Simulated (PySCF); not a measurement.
K (potassium, neutral): UHF calculation

Configuration: [Ar] 4s1, 2S determinant. All numbers are calculated (PySCF 2.14, scalar relativity by spin-free X2C-1e, in jorge-DZP-DKH (8s6p1d, 31 functions)).

```json
{
 "Total energy": "-601.444938 hartree",
 "One-electron energy": "-826.9115 hartree",
 "Hartree (Coulomb) energy": "258.3449 hartree",
 "Exchange energy": "-32.8784 hartree",
 "⟨S²⟩": "0.7502",
 "⟨L²⟩": "0.000",
 "Sum of ⟨r⟩": "19.44 bohr",
 "Sum of ⟨r²⟩": "51.69 bohr²",
 "Langevin diamagnetic susceptibility": "-40.9 ×10⁻⁶ cm³/mol",
 "Time after the integrals": "0.06 s of wall time on 1 thread of Neoverse-V1 (shared host)"
}
```

| shell | electrons | mean orbital energy (hartree) | rms radius, mean of both spins (bohr) |
| --- | --- | --- | --- |
| 1s α | 1 | -134.13432 | 0.0937 |
| 1s β | 1 | -134.13295 | 0.0937 |
| 2s α | 1 | -14.59783 | 0.417 |
| 2s β | 1 | -14.59546 | 0.417 |
| 2p α | 3 | -11.52310 | 0.388 |
| 2p β | 3 | -11.52235 | 0.388 |
| 3s α | 1 | -1.76309 | 1.37 |
| 3s β | 1 | -1.75709 | 1.37 |
| 3p α | 3 | -0.95364 | 1.56 |
| 3p β | 3 | -0.95112 | 1.56 |
| 4s α | 1 | -0.14707 | 5.66 |

Densities and radii are taken from the X2C orbitals without a picture-change correction, which distorts them close to the nucleus.
